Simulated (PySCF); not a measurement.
C3H8NO2Si2 (doublet state).
Cartesian coordinates in Å at the GFN2-xTB level; atoms count from 1:
```xyz
16
C3H8NO2Si2 angstrom
N      2.5979    0.5464   -0.6890
C      2.0532   -0.6604   -0.4207
O      2.7267   -1.6077   -0.0617
Si     0.1606   -0.7891   -0.6336
C     -0.8727   -0.6626    0.9669
C     -2.1383    0.1367    0.6175
Si    -1.6442    1.4083   -0.7239
O     -0.3281    0.6069   -1.3423
H      2.0327    1.2774   -1.0827
H      3.5993    0.6663   -0.6510
H     -0.2132   -1.9036   -1.4985
H     -0.3050   -0.1244    1.7304
H     -1.1361   -1.6268    1.3989
H     -2.8943   -0.5481    0.2283
H     -2.5691    0.6063    1.5026
H     -1.0770    2.6833   -0.2753
```

The hyperfine couplings belong to this conformer and change with its torsions.

Identity: `C([Si@H]1CC[SiH]O1)(=O)N` [radical].

Method: PySCF, UKS B3LYP, pcH-1 on C H N O Si, non-relativistic, mean-field spin-orbit, GIAO. Geometry: GFN2-xTB, one conformer, isolated molecule. Couplings are sensitive to structure, and on GFN2-xTB geometries they can be far from those on DFT ones, by a factor of two or more for some ions and for spin on atoms past the first row. Stability of the SCF solution: not tested.

Break the g tensor into its mass correction, gauge correction and orbital-Zeeman/spin–orbit terms.

| Δg (ppm) | 1 | 2 | 3 |
| --- | --- | --- | --- |
| relativistic mass correction | -155 | -155 | -155 |
| gauge correction | 67 | 23 | 100 |
| orbital Zeeman/spin–orbit | -1186 | 43 | 1889 |
| total | -1274 | -89 | 1834 |

So g = 2.00105, 2.00223, 2.00415 and g_iso = 2.00248; the tensor is rhombic: the two nearest values differ by 38 % of g3 − g1. 

Average each term over the three axes. Which is largest in size?

The orbital-Zeeman/spin–orbit term 249, the mass correction -155 and the gauge correction 63 ppm, for a total of 157 ppm. The orbital-Zeeman/spin–orbit term is the largest in size. The mass correction is the same along every axis, so the anisotropy comes from the other two: their spans along these axes are 78 (gauge) and 3075 ppm (orbital Zeeman/spin–orbit).

At 9.498 GHz, how far is the centre of the isotropic spectrum from where a free electron (g = 2.002319) resonates?

B = hν/(g μB) with μB/h = 13.99624 MHz/mT gives 338.91 mT for the free electron and 338.89 mT at g_iso, 0.03 mT lower.

In a frozen sample, at which fields do the three g values resonate at 9.5, 34, 94 and 263 GHz (hyperfine left aside), and which band first spreads them over more than twice a line width of 0.3 mT?

```
band    GHz  B(g3) mT  B(g2) mT  B(g1) mT  spread mT
   X    9.5    338.67    339.00    339.20       0.53
   Q   34.0   1212.09   1213.26   1213.98       1.88
   W   94.0   3351.08   3354.30   3356.29       5.21
   J  263.0   9375.91   9384.91   9390.47      14.56
```

The spread grows in proportion to the frequency. Q band is the first where it exceeds 0.6 mT.

Largest spin populations (Mulliken): Si7 (+0.84) and H16 (+0.06). Si7 is the only atom above +0.15. The angles at Si7 add up to 319.1°, so it is pyramidal.

The HOMO–LUMO gaps are 5.48 eV among the α and 3.87 eV among the β orbitals.

Hardware: one thread of an Intel Xeon Platinum 8488C, no GPU, on a shared host. Cost: 1.7 min wall (with the writing of density and orbital grids), 1.0 GiB resident at most.
